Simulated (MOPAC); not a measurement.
Job for MOPAC: PM7 on FISi (SMILES F[Si]I), a point of a bond scan (R = 4.347 Å).

```
PM7 1SCF PRECISE CHARGE=0 THREADS=1
FISi

Si     0.72542197 1     1.01948837 1     1.18893518 1
F      1.90128399 1     4.10891112 1    -1.63371108 1
I     -0.38875935 1    -0.63672280 1    -0.33842808 1
```

The log:

```
*******************************************************************************
 **                                                                           **
 **                              MOPAC v23.2.5                                **
 **                                                                           **
 *******************************************************************************
 ** MOPAC's Digital Object Identifier: https://doi.org/10.5281/zenodo.6511958 **
 **                                                                           **
 ** Please cite the open-source release paper for use of this MOPAC version:  **
 ** J. E. Moussa and J. J. P. Stewart (2026)                                  **
 ** MOPAC: An open-source semiempirical molecular orbital program             **
 ** J. Open Source Softw., 11(119), 8025, https://doi.org/10.21105/joss.08025 **
 *******************************************************************************

                              PM7 CALCULATION RESULTS

 *******************************************************************************
 *  PM7        - The PM7 Hamiltonian to be used
 *
 *
 *
 *                 CHARGE ON SYSTEM = 0
 *
 *
 *
 *  PRECISE    - TIGHTER CRITERIA TO BE USED
 *  1SCF       - DO 1 SCF AND THEN STOP
 *  THREADS=1  - MULTI-THREADING NOT USED
 *  T=         - A TIME OF 172800.0 SECONDS REQUESTED
 *  DUMP=N     - RESTART FILE WRITTEN EVERY 7200.0 SECONDS REQUESTED
 *******************************************************************************
PM7 1SCF PRECISE CHARGE=0 THREADS=1
 FISi

   ATOM   CHEMICAL          X               Y               Z
  NUMBER   SYMBOL      (ANGSTROMS)     (ANGSTROMS)     (ANGSTROMS)

     1      Si          0.72542197  *   1.01948837  *   1.18893518  *
     2       F          1.90128399  *   4.10891112  *  -1.63371108  *
     3       I         -0.38875935  *  -0.63672280  *  -0.33842808  *



          CARTESIAN COORDINATES

    NO.       ATOM           X           Y           Z

     1        Si          0.7254      1.0195      1.1889
     2         F          1.9013      4.1089     -1.6337
     3         I         -0.3888     -0.6367     -0.3384

 General Reference for PM7:
 "Optimization of Parameters for Semiempirical Methods VI: More Modifications to the
 NDDO Approximations and Re-optimization of Parameters", J. J. P. Stewart, J. Mol. Mod., 1:32, 19 (2013)
 https://link.springer.com/article/10.1007/s00894-012-1667-x

           Empirical Formula: Si F I  =     3 atoms



      MOLECULAR POINT GROUP   :   Cs


      RHF CALCULATION, NO. OF DOUBLY OCCUPIED LEVELS = 9


 -------------------------------------------------------------------------------
 PM7 1SCF PRECISE CHARGE=0 THREADS=1
 FISi



     1SCF WAS SPECIFIED, SO BFGS WAS NOT USED
     SCF FIELD WAS ACHIEVED


                              PM7 CALCULATION
                                                       MOPAC v23.2.5 Linux




          FINAL HEAT OF FORMATION =        141.56411 KCAL/MOL =     592.30423 KJ/MOL


          COSMO AREA              =        140.34 SQUARE ANGSTROMS
          COSMO VOLUME            =        125.05 CUBIC ANGSTROMS

          IONIZATION POTENTIAL    =          7.296756 EV
          HOMO LUMO ENERGIES (EV) =         -7.297 -3.967
          NO. OF FILLED LEVELS    =          9
          MOLECULAR WEIGHT        =        173.9884         POINT GROUP:  Cs

          MOLECULAR DIMENSIONS (Angstroms)

            Atom       Atom       Distance
            I     3    F     2     5.42615
           Si     1    I     3     1.97534
            F     2    I     3     0.00000


          SCF CALCULATIONS        =          1





   ATOM   CHEMICAL          X               Y               Z
  NUMBER   SYMBOL      (ANGSTROMS)     (ANGSTROMS)     (ANGSTROMS)

     1      Si          0.72542197  *   1.01948837  *   1.18893518  *
     2       F          1.90128399  *   4.10891112  *  -1.63371108  *
     3       I         -0.38875935  *  -0.63672280  *  -0.33842808  *

                             CARTESIAN COORDINATES

   1   Si        0.725421970     1.019488370     1.188935180
   2    F        1.901283990     4.108911120    -1.633711080
   3    I       -0.388759350    -0.636722800    -0.338428080


           Empirical Formula: Si F I  =     3 atoms



      MOLECULAR POINT GROUP   :   Cs


                  EIGENVALUES
 -30.50417 -27.19307 -17.27084 -12.04900 -11.42974 -11.42135  -8.71909  -8.71862
  -7.29676  -3.96728  -3.51735  -2.42798  23.46472  23.48852  23.49270  23.59526
  24.53089 120.23126 120.40118 120.42865 120.95033 120.95069


              NET ATOMIC CHARGES AND DIPOLE CONTRIBUTIONS

  ATOM NO.   TYPE          CHARGE      No. of ELECS.   s-Pop       p-Pop       d-Pop
    1         Si           0.826098        3.1739     1.85905     1.25188     0.06297
    2          F          -0.790133        7.7901     1.99999     5.79014
    3          I          -0.035965        7.0360     1.89634     5.13594     0.00369
 DIPOLE           X         Y         Z       TOTAL
 POINT-CHG.    -4.270   -11.439    10.976    16.418
 HYBRID        -0.328    -0.253    -1.223     1.291
 SUM           -4.598   -11.691     9.754    15.905


          ATOMIC ORBITAL ELECTRON POPULATIONS

     Atom    s        px        py        pz      x^2-y^2     xz        z^2       yz        xy
    1 Si   1.85905   0.22542   0.42947   0.59698   0.00730   0.01209   0.00623   0.02294   0.01441
    2  F   1.99999   1.98436   1.89478   1.91100
    3  I   1.89634   1.79314   1.64173   1.70107   0.00041   0.00071   0.00042   0.00133   0.00081

 **********************
 *                    *
 * JOB ENDED NORMALLY *
 *                    *
 **********************




 == MOPAC DONE ==
```

The run finished.

Cost: around 0.06 core-seconds (rough).
